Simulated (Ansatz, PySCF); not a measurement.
silole (C4H6Si), singlet, at a GFN2-xTB geometry, with bond 8-3 at 2.4 times its length. Base run: CASSCF(4,5)/6-31G run with PySCF.

Here is a job for PySCF.
```python
from pyscf import gto, scf, mcscf
import numpy

mol = gto.M(
    atom='''
C    -1.207379    0.782602   -0.414167
C     0.025793    1.289355   -0.300512
Si    1.213825   -0.070574    0.246736
C    -0.236875   -1.277083    0.257605
C    -1.352341   -0.633774   -0.106151
H    -2.075917    1.353584   -0.713999
H     0.243708    2.324495   -0.504403
H     2.598443    0.479538    3.428009
H     2.231693   -0.392513   -0.754619
H    -0.232171   -2.325166    0.506748
H    -2.326789   -1.097601   -0.180946
''',
    basis='6-31g',
    charge=0,
    spin=0,
    verbose=4,
)

mf = scf.RHF(mol)
mf.kernel()
mc = mcscf.CASSCF(mf, 5, 4)
mc.fix_spin_(ss=0.0)
mc.kernel()
occ = numpy.linalg.eigvalsh(mc.fcisolver.make_rdm1(mc.ci, mc.ncas, mc.nelecas))[::-1]
ss = mc.fcisolver.spin_square(mc.ci, mc.ncas, mc.nelecas)[0]
print('natural occupations', occ.round(4), ' <S^2>', round(ss, 4))
```

Programs used: Ansatz (an electronic-structure program), PySCF; a row that names a program was run with it.

Each row names what was changed in the base input (with any setting that the change needs).

```json
[
 {"change": "base", "ΔE vs base (kcal/mol)": "0.000", "natural occupations": "1.91 1.34 0.67 0.09 0.00", "<S^2> of the state": "0.00"},
 {"change": "code = ansatz", "ΔE vs base (kcal/mol)": "0.010", "natural occupations": "-", "<S^2> of the state": "-"},
 {"change": "active space = 6 electrons, 8 orbitals", "ΔE vs base (kcal/mol)": "-16.47", "natural occupations": "1.97 1.91 1.34 0.67 0.08 0.02 0.00 0.00", "<S^2> of the state": "0.00"},
 {"change": "active space = 2 electrons, 3 orbitals", "ΔE vs base (kcal/mol)": "18.78", "natural occupations": "1.34 0.66 0.00", "<S^2> of the state": "0.00"},
 {"change": "active space = 6 electrons, 7 orbitals", "ΔE vs base (kcal/mol)": "-14.34", "natural occupations": "1.98 1.91 1.34 0.67 0.09 0.02 0.00", "<S^2> of the state": "0.00"},
 {"change": "start = MP2 natural orbitals", "ΔE vs base (kcal/mol)": "0.000", "natural occupations": "1.91 1.34 0.67 0.09 0.00", "<S^2> of the state": "0.00"},
 {"change": "state_average = 2 states", "ΔE vs base (kcal/mol)": "10.63", "natural occupations": "-", "<S^2> of the state": "-"},
 {"change": "solver = newton", "ΔE vs base (kcal/mol)": "7.70", "natural occupations": "1.94 1.33 0.67 0.05 0.01", "<S^2> of the state": "0.00"},
 {"change": "conv_tol = 1e-5", "ΔE vs base (kcal/mol)": "0.000", "natural occupations": "1.91 1.34 0.67 0.09 0.00", "<S^2> of the state": "0.00"},
 {"change": "active space = 8 electrons, 6 orbitals", "ΔE vs base (kcal/mol)": "-0.072", "natural occupations": "2.00 2.00 1.91 1.34 0.67 0.09", "<S^2> of the state": "0.00"},
 {"change": "active space = 8 electrons, 7 orbitals", "ΔE vs base (kcal/mol)": "-19.08", "natural occupations": "2.00 1.93 1.88 1.34 0.67 0.12 0.07", "<S^2> of the state": "0.00"}
]
```

Active orbitals are taken around the Fermi level unless the row says otherwise; CASSCF can end in different local minima, and two programs can end on different orbitals. State-averaged rows give the lowest state.
